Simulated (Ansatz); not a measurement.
A nudged elastic band was laid between two geometries of C2H5FN2Se (11 atoms, charge 0, multiplicity 1).

Theory: RKS B3LYP-D4/def2-SVP in Ansatz.

```yaml
movable_images: 9
climbing_image: yes
spring: 5.0 eV/Å²
optimiser: quadratic models (default)
start_path: IDPP
force_threshold: 0.05 eV/Å
iteration_limit: 10
end_points: relaxed
```

Image 0:

```xyz
11
Properties=species:S:1:pos:R:3
N 1.451 0.035 -0.806
C 0.070 0.343 -0.637
F -0.492 0.707 -1.847
N -0.703 -0.680 0.007
C -0.942 -0.137 1.339
Se -0.299 1.674 0.813
H 1.557 -0.580 -1.619
H 1.988 0.879 -1.005
H -0.254 -1.594 -0.007
H -0.310 -0.566 2.134
H -1.999 -0.138 1.648
```

Image 10:

```xyz
11
Properties=species:S:1:pos:R:3
N 1.272 -0.213 -1.186
C -0.023 0.144 -0.769
F -0.777 0.258 -1.910
N -0.580 -0.704 0.216
C -0.827 0.107 1.393
Se -0.333 1.790 0.459
H 1.568 0.291 -2.020
H 1.961 -0.106 -0.446
H -0.163 -1.628 0.306
H -0.159 -0.101 2.245
H -1.874 0.106 1.734
```

Task: Which bonds break or form, and what moves?

Result: No bond is made or broken. The dihedral H8–N1–C2–Se6 goes from -58 to 40°.

Task: Give the energies along the band, and the barrier.

Result: The forces met the threshold. The highest image is number 3 of 0 to 10, 0.005 eV above the first end and 0.170 eV above the last; the last end lies 0.165 eV below the first. The top lies less than 8 meV above the higher end, about what the thresholds resolve: that end is a shoulder or a very shallow well. Another band between the same ends (9 images) ends at a top of the same energy, where a vibrational analysis finds 1 clearly imaginary mode.

```json
{"image": "0", "path coordinate (Å)": "0.00", "energy (eV)": "0.000", "dihedral H8–N1–C2–Se6 (°)": "-58"}
{"image": "1", "path coordinate (Å)": "0.17", "energy (eV)": "0.002", "dihedral H8–N1–C2–Se6 (°)": "-49"}
{"image": "2", "path coordinate (Å)": "0.33", "energy (eV)": "0.005", "dihedral H8–N1–C2–Se6 (°)": "-41"}
{"image": "3", "path coordinate (Å)": "0.50", "energy (eV)": "0.005", "dihedral H8–N1–C2–Se6 (°)": "-33"}
{"image": "4", "path coordinate (Å)": "0.71", "energy (eV)": "-0.001", "dihedral H8–N1–C2–Se6 (°)": "-22"}
{"image": "5", "path coordinate (Å)": "0.91", "energy (eV)": "-0.020", "dihedral H8–N1–C2–Se6 (°)": "-11"}
{"image": "6", "path coordinate (Å)": "1.12", "energy (eV)": "-0.052", "dihedral H8–N1–C2–Se6 (°)": "0"}
{"image": "7", "path coordinate (Å)": "1.32", "energy (eV)": "-0.091", "dihedral H8–N1–C2–Se6 (°)": "11"}
{"image": "8", "path coordinate (Å)": "1.53", "energy (eV)": "-0.129", "dihedral H8–N1–C2–Se6 (°)": "21"}
{"image": "9", "path coordinate (Å)": "1.73", "energy (eV)": "-0.156", "dihedral H8–N1–C2–Se6 (°)": "31"}
{"image": "10", "path coordinate (Å)": "1.94", "energy (eV)": "-0.165", "dihedral H8–N1–C2–Se6 (°)": "40"}
```

Task: What is the geometry of the highest image?

Result: 
```xyz
11
Properties=species:S:1:pos:R:3
N 1.418 -0.067 -0.917
C 0.048 0.256 -0.674
F -0.578 0.507 -1.879
N -0.693 -0.708 0.092
C -0.922 -0.046 1.369
Se -0.253 1.702 0.685
H 1.520 -0.425 -1.868
H 2.022 0.746 -0.818
H -0.218 -1.607 0.154
H -0.300 -0.414 2.201
H -1.978 0.000 1.676
```

The band took 5 iterations and of the order of 8 core-minutes.

Run time: 4 min on 2 threads of Arm Neoverse V1 (shared host), peak memory 0.35 GiB.
